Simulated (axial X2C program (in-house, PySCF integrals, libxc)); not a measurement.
**Which molecule has these constants?**

Calculated with an in-house all-electron X2C program for linear molecules (integrals from PySCF), spin-free (one-electron X2C) or two-component (2c: spin–orbit coupling with atomic mean-field Coulomb and Gaunt terms, which also bring small scalar terms), in Dyall basis sets with cores contracted in-house; open shells are unrestricted.

A two-component CCSD(T) calculation in a Dyall 3-zeta basis gave Re = 1.970 Å, ωe = 663.2 cm⁻¹, De = 4.94 eV, Ω = 0.

Question: Which molecule is it?
A. SiBr⁺
B. SiI⁺
C. SiCl⁺

Answer: C. The others have SiBr⁺ 2.118 Å and 530.4 cm⁻¹ (Ω = 0); SiI⁺ 2.337 Å and 447.8 cm⁻¹ (Ω = 0).

Frozen shells (counts by l): SiCl⁺ Cl 2s1p, Si 2s1p, 10 electrons correlated; SiBr⁺ Br 3s2p1d, Si 2s1p, 10 electrons correlated; SiI⁺ I 4s3p2d, Si 2s1p, 10 electrons correlated. Coupled cluster in natural virtuals with an MP2 remainder. Where the outer core of a metal is frozen, bonds come out longer and ionisation energies lower.

Each entry is the lowest single determinant of a limited PBE0 search at one distance. De goes to single-determinant-based atoms at the same level (for ions the charge split of lowest energy) and is withheld (n/a) where an atom does not fit its ground term or J level. Main or longest-lived isotopes. One determinant is a doubtful description, or other states lie close, for SiI⁺; these need not be ground states, and all values refer to the states named. Some light 2c atoms are not at their ground J level, so De misses part of their lowering (0.04 eV or less).
